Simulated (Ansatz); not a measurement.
Stepwise reaction of `[NH2][In]([NH2])[O][SiH3]` with water, as a gas-phase model of exchange steps in deposition or etching. ΔE in kJ/mol; ΔG adds harmonic PBE0-D4 terms to CCSD(T)/CBS, at 1 bar.

Computed with Ansatz on PBE0-D4/def2-TZVP structures; ΔE is electronic, products minus reactants. CCSD(T)/CBS is the MP2 limit (def2-TZVPP, def2-QZVPP) plus CCSD(T) − MP2 in def2-TZVPP, frozen cores. This one scheme is used for every species. DFT in def2-TZVPP. B3LYP here is the variant with VWN-RPA as its local correlation; programs differ in this. def2 core potentials past Kr. For In outer-core shells are correlated without core-valence functions, which leaves a few kJ/mol of doubt a bond. One conformer a species, not always the lowest.

| step | reaction | PBE-D4 | B3LYP-D4 | ωB97M-V | CCSD(T)/CBS | ΔG(400 K) |
| --- | --- | --- | --- | --- | --- | --- |
| 1 | `[NH2][In]([NH2])[O][SiH3]` + H₂O → `[NH2][In]([OH])[O][SiH3]` + NH₃ | -21.5 | -21.0 | -19.3 | -16.4 | -13.7 |
| 2 | `[NH2][In]([OH])[O][SiH3]` + H₂O → `[OH][In]([OH])[O][SiH3]` + NH₃ | -12.0 | -12.1 | -10.9 | -8.4 | -6.8 |

Q: By hand: ΔE of the 2 steps together at CCSD(T)/CBS.

A: (-16.4) + (-8.4) = -24.8 kJ/mol, or -12.4 kJ/mol a step.

In ΔE each step is higher than the one before. All are downhill at CCSD(T)/CBS. ΔG lies between -13.7 and -6.8 kJ/mol a step. PBE-D4 differs from CCSD(T)/CBS by -5.1 to -3.6 kJ/mol a step. Only this route is followed, and other bonds may react first. Isolated molecules leave out the surface, adducts and barriers. Largest T1 diagnostic: 0.016.
